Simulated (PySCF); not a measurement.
Job for PySCF: R-HF/STO-3G on AlFH2O (SMILES [OH][AlH][F]), a point of a bond scan (R = 1.437 Å).

```python
from pyscf import gto, scf, dft, mp
from pyscf.data.elements import chemcore

mol = gto.M(
    atom='''
    Al   -0.22437839   -0.36994440    0.12139836
    H    -1.02851550   -1.64177396    0.51864000
    F     1.24636186   -0.07531748    0.81825782
    O    -0.85471535    0.70268961   -1.01729409
    H    -0.22379134    1.90974259   -1.47553254
    ''',
    basis='sto-3g',
    charge=0, spin=0, verbose=3, max_memory=1800)
mf = scf.RHF(mol)
mf.conv_tol = 1e-8
mf.max_cycle = 100
mf.kernel()
if not mf.converged:
    mf = mf.newton().run(mf.mo_coeff, mf.mo_occ)
```

The log:

```
converged SCF energy = -411.996251175215
```

Self-consistency was reached.

Cost: around 0.20 core-seconds (rough).
